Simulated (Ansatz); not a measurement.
```xyz
10

O    -0.942    0.323    1.640
Al   -0.266   -0.436    0.265
O     0.864   -1.703    0.467
O    -1.175   -0.391   -1.185
S     1.419    1.367   -0.285
H    -0.715    0.035    2.522
H     0.864   -2.456   -0.121
H    -2.079   -0.083   -1.179
H     1.531    1.033   -1.582
H     0.500    2.312   -0.543
```

Charge 0, multiplicity 1.

(1) List the r2SCAN/def2-TZVPP orbital energies in eV (Ansatz 0.2.0). (An estimate is asked.)

Answers

(1) Ansatz gave: Occupied: -2410.67, -1516.09, -514.57, -514.57, -514.56, -215.11, -159.19, -159.11, -158.98, -109.57, -69.87, -69.73, -69.72, -25.02, -24.70, -24.69, -20.59, -12.57, -12.44, -11.68, -11.64, -10.60, -8.75, -8.06, -7.72, -7.68, -7.01, -6.99, -6.89. Lowest empty: -1.02, -0.29, 0.50, 1.73, 1.75, 2.11, 3.32, 3.42.
